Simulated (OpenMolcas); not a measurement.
## Co3+, Rh3+, Ir3+: d6 down the group

```yaml
Program: OpenMolcas
Method: CASSCF
Basis: ANO-RCC-VQZP
Scalar_Hamiltonian: DKH2, point nucleus
Spin-orbit_coupling: RASSI with atomic mean-field integrals over the reference wave functions, term energies averaged over their components
```

Active space for each ion: 6 electrons in 5 orbitals (d).

Computed levels in cm-1 above 5D4:

| Level | Co3+ | Rh3+ | Ir3+ |
| --- | --- | --- | --- |
| 5D3 | 615 | 1540 | 5865 |
| 5D2 | 1048 | 2458 | 6274 |
| 5D1 | 1327 | 3053 | 9109 |
| 5D0 | 1464 | 3339 | 9591 |
| 3H6 | 26287 | 20080 | 21110 |
| 3H5 | 26603 | 20560 | 21259 |
| 3P2(1) | 28732 | 21283 | 22007 |
| 3F3(1) | 30428 | 23403 | 25261 |
| 3P1(1) | 30529 | 25689 | 38911 |
| weight of 5D in the lowest level (%) | 100 | 99 | 87 |

Mixed levels, with the weight of the term that names them: Ir3+ 5D2 (73 %), Ir3+ 3H5 (56 %), Ir3+ 3P2(1) (58 %), Ir3+ 3F3(1) (56 %), Ir3+ 3P1(1) (63 %).

Measured, with the error of the calculation in %. Measured levels: Co3+ from Sugar and Corliss, J. Phys. Chem. Ref. Data 10, 1097 (1981).

```tsv
Level	Co3+
5D3	639 (-3.8)
5D2	1078 (-2.8)
5D0	1494 (-2.0)
3H6	23680 (+11.0)
3H5	24032 (+10.7)
3P2(1)	22883 (+25.6)
3F3(1)	25736 (+18.2)
3P1(1)	24729 (+23.5)
```

The fine-structure level 5D0 changes by a factor of 6.55 from Co3+ to Ir3+.

Without spin-orbit coupling 3H lies 25982, 19337, 17882 cm-1 above 5D in that order; the difference to the level 3H6, of either sign, comes from spin-orbit coupling, which also lowers the zero.

Without dynamic correlation excited terms often stand tens of per cent too high (terms of higher spin than the ground term too low), and those without a measured partner can miss by more than the paired ones. Measured partners are found by configuration, term and J. A level has none where our copy of the source lacks it or the pairing is in doubt (some pairs that miss far off the trend of their configuration count as doubtful), and it then counts in no deviation. Levels of configurations outside the active space are missing.

A number in round brackets counts repeated terms of one configuration in the order of the reference energies.
